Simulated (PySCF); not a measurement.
GeCl₄, SMILES [Cl][Ge]([Cl])([Cl])[Cl]. Atoms are numbered in the order given.

```xyz
5

Cl    -1.2218    -1.2218    -1.2218
Ge     0.0000     0.0000     0.0000
Cl     1.2218    -1.2218     1.2218
Cl     1.2218     1.2218    -1.2218
Cl    -1.2218     1.2218     1.2218
```
Charge 0, spin multiplicity 1.

Geometry: ωB97X-D3(BJ)/def2-SVP. The isomer is the one that the SMILES or the coordinates give; other isomers of the formula were not compared.

These are PBE/def2-TZVP (PySCF) values and carry that method's errors.

ESP charges are fitted to the potential on shells at 1.4 to 2.0 van der Waals radii. Atomic charges (e):

```json
[
 {"atom": "Cl1", "Mulliken": "-0.20", "ESP fit": "0.02"},
 {"atom": "Ge2", "Mulliken": "0.81", "ESP fit": "-0.06"},
 {"atom": "Cl3", "Mulliken": "-0.20", "ESP fit": "0.02"},
 {"atom": "Cl4", "Mulliken": "-0.20", "ESP fit": "0.02"},
 {"atom": "Cl5", "Mulliken": "-0.20", "ESP fit": "0.02"}
]
```
